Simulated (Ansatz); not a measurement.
Name a neutral molecule of Al, F, Ge, Si and H with size of the dipole moment (PBE/def2-TZVPP) between 1.70 and 2.00 D and HOMO–LUMO gap (PBE/def2-TZVPP) between 3.25 and 3.55 eV (Ansatz, PBE0-D4/def2-TZVP geometry).

`[F][GeH]([AlH2])[SiH3]` (2.00 D, 3.29 eV). Other molecules can fit too; these were computed, each in one conformer that needn't be the lowest.
